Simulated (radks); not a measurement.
Task: Ar2+, configuration [Ne] 3s2 3p4. Calculated with a radial shooting solver on a logarithmic mesh with Libxc functionals: non-relativistic Kohn-Sham, XLYP, spin-unpolarised, spherical densities, point nucleus. Some entries of the table are withheld. Estimate them.

orbital,occ.,eigenvalue (eV),<r> (bohr),<1/r> (bohr^-1)
1s,2,-3139.965,0.08618,17.55
2s,2,(1),0.4162,(2)
2p,6,-260.0814,0.3769,(3)
3s,2,(4),(5),1.042
3p,4,-35.3133,1.471,0.9259

Result: 
(1) 2s eigenvalue (eV): -324.7692
(2) 2s <1/r> (bohr^-1): 3.526
(3) 2p <1/r> (bohr^-1): 3.448
(4) 3s eigenvalue (eV): -50.1335
(5) 3s <r> (bohr): 1.334
